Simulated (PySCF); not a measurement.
Input file for PySCF: R-HF/3-21G on BFHI (SMILES FBI), a point of a bond scan (R = 3.017 Å).

```python
from pyscf import gto, scf, dft, mp
from pyscf.data.elements import chemcore

mol = gto.M(
    atom='''
    B    -0.24474767   -1.33345574    0.80641967
    F     2.14046733   -2.27714535    2.39401180
    H    -1.26010087   -1.94582817    0.81786299
    I    -0.08767701    0.45862089   -0.34566142
    ''',
    basis='3-21g',
    charge=0, spin=0, verbose=3, max_memory=1800)
mf = scf.RHF(mol)
mf.conv_tol = 1e-8
mf.max_cycle = 100
mf.kernel()
if not mf.converged:
    mf = mf.newton().run(mf.mo_coeff, mf.mo_occ)
```

Output:

```
converged SCF energy = -7011.08222819207
```

The run converged.

Cost: around 0.3 core-seconds (rough).
